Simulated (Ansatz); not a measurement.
Computed with B3LYP-D3(BJ)/def2-TZVP run with Ansatz (a program for electronic structure). No frequencies were computed at this level.

Ansatz 0.2 input:
```yaml
crystal:
  periodic: [false, false, false]
  atoms:
    - { symbol: B, position_ang: [-0.770704, 0.84504, -0.171779] }
    - { symbol: C, position_ang: [-0.598068, -0.7147, 0.065837] }
    - { symbol: Si, position_ang: [1.027165, 0.146992, -0.005387] }
    - { symbol: H, position_ang: [-1.426375, 1.833847, -0.180036] }
    - { symbol: H, position_ang: [-0.844824, -1.353611, -0.80641] }
    - { symbol: H, position_ang: [-0.916786, -1.148867, 1.024889] }
    - { symbol: H, position_ang: [1.682371, 0.444156, 1.271236] }
    - { symbol: H, position_ang: [1.84722, -0.052858, -1.19835] }
basis:
  gaussian: { orbitals: def2-tzvp }
hamiltonian:
  xc: b3lyp
  dispersion: d3bj
relax:
  max_steps: 150
```

Output:

```
Functional definition: B3LYP
830 factors; their error is unknown
mean field evaluation 1: about -9663.6092 eV, gradient 5.7e1 eV
mean field evaluation 2: about -9653.0702 eV, gradient 7.8e1 eV
mean field evaluation 4: about -9671.5480 eV, gradient 2.2e0 eV
mean field evaluation 8: about -9671.5656 eV, gradient 4.6e-2 eV
mean field evaluation 16: about -9671.5806 eV, gradient 2.8e-5 eV
mean field -9671.58056765 eV, -355.4240302284 hartree, gradient 2.8e-5 eV, S^2 0.000000; 0 other end points of the search recorded, 0 dependent functions left out
reference -9671.58082307 eV, -355.4240396150 hartree; 15, 15 occupied and 114, 114 virtual orbitals, 830 factors
relax step   1: F+E_penalty+E_count = -9671.82723118 eV  Δ(F+E_penalty+E_count) = +0.000e0 eV  max|allowed force component| = 1.014e0 eV/Å  Δτ_max = 0.0000 Å  (28 SCF iters, accepted)
these checks for a lower state are left out or cut short: starts, cluster_reference, orbital_swaps, neighbouring_geometries, increment
830 factors; their error is unknown
mean field -9671.76155376 eV, -355.4306813452 hartree, gradient 8.9e-6 eV, S^2 0.000000; 0 other end points of the search recorded, 0 dependent functions left out
reference -9671.76180928 eV, -355.4306907356 hartree; 15, 15 occupied and 114, 114 virtual orbitals, 830 factors
relax step   2: F+E_penalty+E_count = -9672.00646794 eV  Δ(F+E_penalty+E_count) = -1.792e-1 eV  max|allowed force component| = 5.784e-1 eV/Å  Δτ_max = 0.1668 Å  (31 SCF iters, accepted)
these checks for a lower state are left out or cut short: starts, cluster_reference, orbital_swaps, neighbouring_geometries, increment
830 factors; their error is unknown
mean field -9671.79452262 eV, -355.4318929286 hartree, gradient 2.7e-5 eV, S^2 0.000000; 0 other end points of the search recorded, 0 dependent functions left out
reference -9671.79477809 eV, -355.4319023168 hartree; 15, 15 occupied and 114, 114 virtual orbitals, 830 factors
relax step   3: F+E_penalty+E_count = -9672.03898488 eV  Δ(F+E_penalty+E_count) = -3.252e-2 eV  max|allowed force component| = 1.364e-1 eV/Å  Δτ_max = 0.0944 Å  (30 SCF iters, accepted)
these checks for a lower state are left out or cut short: starts, cluster_reference, orbital_swaps, neighbouring_geometries, increment
830 factors; their error is unknown
mean field evaluation 32: about -9671.7788 eV, gradient 1.2e0 eV
mean field -9671.79921641 eV, -355.4320654220 hartree, gradient 5.8e-6 eV, S^2 0.000000; 0 other end points of the search recorded, 0 dependent functions left out
reference -9671.79947204 eV, -355.4320748163 hartree; 15, 15 occupied and 114, 114 virtual orbitals, 830 factors
relax step   4: F+E_penalty+E_count = -9672.04374954 eV  Δ(F+E_penalty+E_count) = -4.765e-3 eV  max|allowed force component| = 8.739e-2 eV/Å  Δτ_max = 0.0279 Å  (33 SCF iters, accepted)
these checks for a lower state are left out or cut short: starts, cluster_reference, orbital_swaps, neighbouring_geometries, increment
830 factors; their error is unknown
mean field -9671.80765101 eV, -355.4323753878 hartree, gradient 1.2e-5 eV, S^2 0.000000; 0 other end points of the search recorded, 0 dependent functions left out
reference -9671.80790676 eV, -355.4323847867 hartree; 15, 15 occupied and 114, 114 virtual orbitals, 830 factors
relax step   5: F+E_penalty+E_count = -9672.05235577 eV  Δ(F+E_penalty+E_count) = -8.606e-3 eV  max|allowed force component| = 1.471e-1 eV/Å  Δτ_max = 0.0656 Å  (31 SCF iters, accepted)
these checks for a lower state are left out or cut short: starts, cluster_reference, orbital_swaps, neighbouring_geometries, increment
830 factors; their error is unknown
mean field -9671.81180482 eV, -355.4325280376 hartree, gradient 6.0e-6 eV, S^2 0.000000; 0 other end points of the search recorded, 0 dependent functions left out
reference -9671.81206069 eV, -355.4325374407 hartree; 15, 15 occupied and 114, 114 virtual orbitals, 830 factors
relax step   6: F+E_penalty+E_count = -9672.05663760 eV  Δ(F+E_penalty+E_count) = -4.282e-3 eV  max|allowed force component| = 9.709e-1 eV/Å  Δτ_max = 0.1910 Å  (36 SCF iters, accepted)
these checks for a lower state are left out or cut short: starts, cluster_reference, orbital_swaps, neighbouring_geometries, increment
830 factors; their error is unknown
mean field -9671.84183388 eV, -355.4336315851 hartree, gradient 5.8e-6 eV, S^2 0.000000; 0 other end points of the search recorded, 0 dependent functions left out
reference -9671.84208921 eV, -355.4336409685 hartree; 15, 15 occupied and 114, 114 virtual orbitals, 830 factors
relax step   7: F+E_penalty+E_count = -9672.08665276 eV  Δ(F+E_penalty+E_count) = -3.002e-2 eV  max|allowed force component| = 5.567e-1 eV/Å  Δτ_max = 0.0487 Å  (32 SCF iters, accepted)
these checks for a lower state are left out or cut short: starts, cluster_reference, orbital_swaps, neighbouring_geometries, increment
830 factors; their error is unknown
mean field evaluation 64: about -9671.8776 eV, gradient 5.7e-4 eV
mean field -9671.87763878 eV, -355.4349473912 hartree, gradient 1.6e-5 eV, S^2 0.000000; 0 other end points of the search recorded, 0 dependent functions left out
reference -9671.87789282 eV, -355.4349567270 hartree; 15, 15 occupied and 114, 114 virtual orbitals, 830 factors
relax step   8: F+E_penalty+E_count = -9672.12307813 eV  Δ(F+E_penalty+E_count) = -3.643e-2 eV  max|allowed force component| = 4.078e-1 eV/Å  Δτ_max = 0.1146 Å  (29 SCF iters, accepted)
these checks for a lower state are left out or cut short: starts, cluster_reference, orbital_swaps, neighbouring_geometries, increment
830 factors; their error is unknown
mean field -9671.89206223 eV, -355.4354774429 hartree, gradient 6.0e-6 eV, S^2 0.000000; 0 other end points of the search recorded, 0 dependent functions left out
reference -9671.89231518 eV, -355.4354867389 hartree; 15, 15 occupied and 114, 114 virtual orbitals, 830 factors
relax step   9: F+E_penalty+E_count = -9672.13730289 eV  Δ(F+E_penalty+E_count) = -1.422e-2 eV  max|allowed force component| = 8.251e-1 eV/Å  Δτ_max = 0.1951 Å  (36 SCF iters, accepted)
these checks for a lower state are left out or cut short: starts, cluster_reference, orbital_swaps, neighbouring_geometries, increment
830 factors; their error is unknown
mean field -9671.76158043 eV, -355.4306823253 hartree, gradient 7.1e-6 eV, S^2 0.000000; 0 other end points of the search recorded, 0 dependent functions left out
reference -9671.76183197 eV, -355.4306915692 hartree; 15, 15 occupied and 114, 114 virtual orbitals, 830 factors
relax step  10: F+E_penalty+E_count = -9672.00912979 eV  Δ(F+E_penalty+E_count) = +1.282e-1 eV  max|allowed force component| = 2.978e0 eV/Å  Δτ_max = 0.2000 Å  (36 SCF iters, rejected (line search))
these checks for a lower state are left out or cut short: starts, cluster_reference, orbital_swaps, neighbouring_geometries, increment
830 factors; their error is unknown
mean field -9671.94829243 eV, -355.4375438649 hartree, gradient 1.1e-5 eV, S^2 0.000000; 0 other end points of the search recorded, 0 dependent functions left out
reference -9671.94854548 eV, -355.4375531640 hartree; 15, 15 occupied and 114, 114 virtual orbitals, 830 factors
relax step  11: F+E_penalty+E_count = -9672.19333726 eV  Δ(F+E_penalty+E_count) = -5.603e-2 eV  max|allowed force component| = 1.982e-1 eV/Å  Δτ_max = 0.0969 Å  (31 SCF iters, accepted)
these checks for a lower state are left out or cut short: starts, cluster_reference, orbital_swaps, neighbouring_geometries, increment
830 factors; their error is unknown
mean field evaluation 96: about -9671.9390 eV, gradient 2.6e-5 eV
mean field -9671.93904620 eV, -355.4372040721 hartree, gradient 2.6e-5 eV, S^2 0.000000; 0 other end points of the search recorded, 0 dependent functions left out
reference -9671.93929566 eV, -355.4372132397 hartree; 15, 15 occupied and 114, 114 virtual orbitals, 830 factors
relax step  12: F+E_penalty+E_count = -9672.18643589 eV  Δ(F+E_penalty+E_count) = +6.901e-3 eV  max|allowed force component| = 3.661e-1 eV/Å  Δτ_max = 0.1000 Å  (30 SCF iters, rejected (line search))
these checks for a lower state are left out or cut short: starts, cluster_reference, orbital_swaps, neighbouring_geometries, increment
830 factors; their error is unknown
mean field -9671.96087923 eV, -355.4380064213 hartree, gradient 6.8e-6 eV, S^2 0.000000; 0 other end points of the search recorded, 0 dependent functions left out
reference -9671.96113128 eV, -355.4380156838 hartree; 15, 15 occupied and 114, 114 virtual orbitals, 830 factors
relax step  13: F+E_penalty+E_count = -9672.20665963 eV  Δ(F+E_penalty+E_count) = -1.332e-2 eV  max|allowed force component| = 6.550e-2 eV/Å  Δτ_max = 0.0487 Å  (33 SCF iters, accepted)
these checks for a lower state are left out or cut short: starts, cluster_reference, orbital_swaps, neighbouring_geometries, increment
830 factors; their error is unknown
mean field -9671.96168627 eV, -355.4380360792 hartree, gradient 6.7e-6 eV, S^2 0.000000; 0 other end points of the search recorded, 0 dependent functions left out
reference -9671.96193774 eV, -355.4380453205 hartree; 15, 15 occupied and 114, 114 virtual orbitals, 830 factors
relax step  14: F+E_penalty+E_count = -9672.20767690 eV  Δ(F+E_penalty+E_count) = -1.017e-3 eV  max|allowed force component| = 3.550e-2 eV/Å  Δτ_max = 0.0269 Å  (32 SCF iters, accepted)
these checks for a lower state are left out or cut short: starts, cluster_reference, orbital_swaps, neighbouring_geometries, increment
830 factors; their error is unknown
mean field -9671.96199457 eV, -355.4380474091 hartree, gradient 6.5e-6 eV, S^2 0.000000; 0 other end points of the search recorded, 0 dependent functions left out
reference -9671.96224610 eV, -355.4380566526 hartree; 15, 15 occupied and 114, 114 virtual orbitals, 830 factors
relax step  15: F+E_penalty+E_count = -9672.20790809 eV  Δ(F+E_penalty+E_count) = -2.312e-4 eV  max|allowed force component| = 2.219e-2 eV/Å  Δτ_max = 0.0076 Å  (33 SCF iters, accepted)
these checks for a lower state are left out or cut short: starts, cluster_reference, orbital_swaps, neighbouring_geometries, increment
830 factors; their error is unknown
mean field -9671.96204627 eV, -355.4380493089 hartree, gradient 2.6e-5 eV, S^2 0.000000; 0 other end points of the search recorded, 0 dependent functions left out
reference -9671.96229781 eV, -355.4380585532 hartree; 15, 15 occupied and 114, 114 virtual orbitals, 830 factors
relax step  16: F+E_penalty+E_count = -9672.20793593 eV  Δ(F+E_penalty+E_count) = -2.784e-5 eV  max|allowed force component| = 7.263e-3 eV/Å  Δτ_max = 0.0017 Å  (23 SCF iters, accepted)
830 factors; their error is unknown
mean field evaluation 128: about -9645.2978 eV, gradient 9.0e1 eV
mean field -9671.96204627 eV, -355.4380493089 hartree, gradient 2.6e-5 eV, S^2 0.000000; 1 other end points of the search recorded, 0 dependent functions left out
reference -9671.96229781 eV, -355.4380585532 hartree; 15, 15 occupied and 114, 114 virtual orbitals, 830 factors
Total energy: -9672.20818748 eV, -355.4470948318 hartree
Atom 0 at    -0.780481     0.844580    -0.195663 Å, force     0.007263    -0.001391     0.000266 eV/Å
Atom 1 at    -0.768936    -0.624185    -0.012957 Å, force    -0.000715    -0.001080    -0.003182 eV/Å
Atom 2 at     1.059162     0.369322    -0.090166 Å, force    -0.004849     0.002935     0.002910 eV/Å
Atom 3 at    -1.480180     1.687535     0.249702 Å, force    -0.004679     0.001947     0.001084 eV/Å
Atom 4 at    -0.333440    -1.339939    -0.708574 Å, force     0.000541    -0.002552    -0.001220 eV/Å
Atom 5 at    -1.398834    -1.126657     0.717603 Å, force    -0.001032     0.001482     0.001855 eV/Å
Atom 6 at     1.911666     0.673981     1.083953 Å, force     0.002560     0.000773     0.000805 eV/Å
Atom 7 at     1.791041    -0.484638    -1.043898 Å, force     0.000911    -0.002112    -0.002518 eV/Å
Dipole moment:     0.127606    -0.141712     0.004529 e Å
```

Cost: about 40 core-seconds (a rough figure).
